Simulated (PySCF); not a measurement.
**Electron correlation in Al (aluminium, neutral)**

[Ne] 3s2 3p1, 2P determinant. Computed with PySCF 2.14 in pcseg-2 (5s4p2d1f, 34 functions), with the non-relativistic Hamiltonian (point nucleus). Frozen: [Ne]; 3 electrons correlated.

MP2 pair energies summed by pair of shells (mhartree):

| pair | energy | share (%) |
| --- | --- | --- |
| 3s-3s | -20.01 | 63.1 |
| 3s-3p | -11.72 | 36.9 |

Total MP2 correlation energy: -31.73 mhartree.

Same-spin part -1.90 and opposite-spin part -29.83 mhartree; SCS-MP2 scales them by 1/3 and 6/5 to -36.42 mhartree.

```csv
level,correlation energy (mhartree)
CCSD,-44.67
(T),-0.69
CCSD(T),-45.36
```

Diagnostics: T1 = 0.013, D1 = 0.0242, largest double amplitude 0.092.

Is a single reference adequate?

Mostly. T1 lies below 0.03, but a double amplitude of this size points to a near-degeneracy that CCSD handles and MP2 describes poorly.
